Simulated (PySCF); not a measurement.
C2H5ClFNSi, SMILES N[Si@H](Cl)/C=C/F.

Geometry optimised at ωB97X-D3(BJ)/def2-SVP. The structure was generated by enumeration; whether it is a known compound was not checked. One conformer was computed; it need not be the lowest.

Vertical ionisation energy (IE) and electron affinity (EA) in eV. Rows of orbital energies are one-electron estimates. Where ΔSCF, EOM or ADC give a negative EA the extra electron is unbound and the value depends on the basis.

```json
[
 {"level": "−ε(HOMO), −ε(LUMO), HF/def2-TZVP (PySCF)", "IE": "10.66", "EA": "-2.93"},
 {"level": "−ε(HOMO), −ε(LUMO), PBE/def2-TZVP (PySCF)", "IE": "6.52", "EA": "1.56"}
]
```
